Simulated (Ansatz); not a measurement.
SbH2(SiH3) (SiSbH5). Charge 0, multiplicity 3. Geometry r2SCAN-D4/def2-TZVP, that of the neutral singlet; atoms count from 1.

```xyz
7

Sb   -0.904   -0.114   -1.453
H    -1.876    1.072   -0.695
H     0.186    1.085   -1.997
Si    0.452   -0.438    0.716
H     0.978    0.831    1.277
H     1.590   -1.348    0.429
H    -0.426   -1.087    1.723
```

In the def2 sets Sb takes a core potential; there is no spin–orbit coupling. At PBE0-D4/def2-TZVP a singlet of charge 0 lies 4.67 eV below the triplet at the same geometry.

Question: Estimate the Mulliken populations from the PBE0/def2-TZVP orbitals of Ansatz.

Answer: 
```csv
atom,charge (e),spin (α − β)
Sb1,-0.02,1.33
H2,0.02,0.00
H3,0.02,0.01
Si4,-0.01,0.57
H5,-0.01,0.09
H6,0.00,0.00
H7,0.00,0.00
```
Mulliken values depend strongly on the basis.

Question: Where does the spin sit?

Answer: Summed by element: Sb 1.33, H 0.10, Si 0.57, of 2 unpaired in all. Largest on single atoms: Sb1 1.33, Si4 0.57, H5 0.09.

Question: And the Mayer bond orders between heavy atoms (over 0.3)?

Answer: Sb1–Si4 0.54 (2.58 Å).
